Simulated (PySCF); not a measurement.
C3H5, SMILES [CH2]C=C (connectivity only; charge and spin as stated), charge +1, multiplicity 1.

Coordinates come from a B3LYP-D3(BJ)/def2-TZVP optimisation. The multiplicity is an assumed one; other spin states were not compared. The isomer is the one that the SMILES or the coordinates give; other isomers of the formula were not compared.

These are PBE/def2-TZVPD (PySCF) values and carry that method's errors.

Symmetry labels are those of the subgroup C2v that the program uses (full group C2v).

Computed valence orbital energies around the gap with their symmetry:
```json
[
 {"orbital": "HOMO−7", "symmetry": "A1", "energy (eV)": "-27.26"},
 {"orbital": "HOMO−6", "symmetry": "B2", "energy (eV)": "-23.91"},
 {"orbital": "HOMO−5", "symmetry": "A1", "energy (eV)": "-20.72"},
 {"orbital": "HOMO−4", "symmetry": "A1", "energy (eV)": "-18.92"},
 {"orbital": "HOMO−3", "symmetry": "B2", "energy (eV)": "-17.88"},
 {"orbital": "HOMO−2", "symmetry": "B2", "energy (eV)": "-16.24"},
 {"orbital": "HOMO−1", "symmetry": "A1", "energy (eV)": "-15.80"},
 {"orbital": "HOMO", "symmetry": "B1", "energy (eV)": "-15.07"},
 {"orbital": "LUMO", "symmetry": "A2", "energy (eV)": "-11.41"},
 {"orbital": "LUMO+1", "symmetry": "B1", "energy (eV)": "-6.98"},
 {"orbital": "LUMO+2", "symmetry": "A1", "energy (eV)": "-4.69"},
 {"orbital": "LUMO+3", "symmetry": "A1", "energy (eV)": "-4.29"}
]
```
